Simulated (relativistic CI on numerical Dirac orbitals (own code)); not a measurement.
Slater and spin-orbit integrals, La XXI

These numbers are calculated, not measured: Dirac-Coulomb-Breit CI, KLI orbitals optimised for each configuration, QED by a radiative potential, unscaled Slater integrals (own radial code, finite nucleus).

Slater integrals F^k, G^k are unscaled and averaged over j, outside the closed core [Ar] 3d10; ζ comes from projecting the Hamiltonian with its Breit term on Σ l·s of the shell.

- 4s2 4p6 4d: ζ(4d) = 13024 cm⁻¹; <r>(4d) = 0.6544, <r^2>(4d) = 0.4888 (bohr units).
- 4s2 4p5 4d2: ζ(4p) = 111680, F^2(4d,4d) = 154820, F^4(4d,4d) = 105200, F^2(4p,4d) = 158320, G^1(4p,4d) = 199300, G^3(4p,4d) = 126790, ζ(4d) = 12971 cm⁻¹; <r>(4p) = 0.6322, <r^2>(4p) = 0.4512, <r>(4d) = 0.6542, <r^2>(4d) = 0.4885 (bohr units).
- 4s2 4p6 4f: ζ(4f) = 1319.7 cm⁻¹; <r>(4f) = 0.656, <r^2>(4f) = 0.4909 (bohr units).

Q: Give the Racah parameters of the d shell in 4s2 4p5 4d2.

A: B = F²/49 − 5F⁴/441 = 1967 cm⁻¹ and C = 35F⁴/441 = 8349 cm⁻¹.

Averages of the first 10 configurations, taken without configuration mixing, which lowers the lowest level and can move excited configurations by several eV; other configurations of the list can lie among them:

```csv
Configuration,Parity,States,Average energy above the lowest level (eV)
4s2 4p6 4d,even,10,4.2
4s2 4p5 4d2,odd,270,110.5
4s2 4p6 4f,odd,14,122.2
4s 4p6 4d2,even,90,190.9
4s2 4p5 4d 4f,even,840,226.8
4s2 4p6 5s,even,2,174.5
4s 4p6 4d 4f,odd,280,307.5
4s2 4p6 5p,odd,6,205.1
4s2 4p6 5d,even,10,250.7
4s2 4p5 4d 5s,odd,120,280.0
```
